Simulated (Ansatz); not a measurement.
Ansatz results at the PBE0-D4/def2-TZVP geometry: LUMO energy (PBE0/def2-TZVPP) -0.04 eV; HOMO energy (ωB97M-V/def2-TZVPP) -7.83 eV; HOMO–LUMO gap (PBE/def2-TZVPP) 3.59 eV.

Each molecule was computed in one conformer, which needn't be the lowest.

Which molecule gave them?
A. `C[C@@]12[C@H]3[C@H]4[C@H]5[C@@H]1[Zr]4532([OH])([Cl])[Cl]`
B. `C[N]=[Nb]1234([Cl])([Cl])[C@H]5[C@@H]1[C@@H]2[C@@H]3[C@H]54`
C. `C[O][Zr]1234([O]C)([N](C)C)[C@@H]5[C@H]1[C@H]2[C@@]3(C)[C@@H]54`
D. `C[N](C)[Sc]1234([N](C)C)[C@@H]5[C@H]1[C@H]2[C@@]3(F)[C@@H]54`

C. The others give `C[N]=[Nb]1234([Cl])([Cl])[C@H]5[C@@H]1[C@@H]2[C@@H]3[C@H]54`: -2.13, -9.20, 3.03; `C[C@@]12[C@H]3[C@H]4[C@H]5[C@@H]1[Zr]4532([OH])([Cl])[Cl]`: -1.43, -9.46, 4.06; `C[N](C)[Sc]1234([N](C)C)[C@@H]5[C@H]1[C@H]2[C@@]3(F)[C@@H]54`: -1.18, -7.99, 2.47.
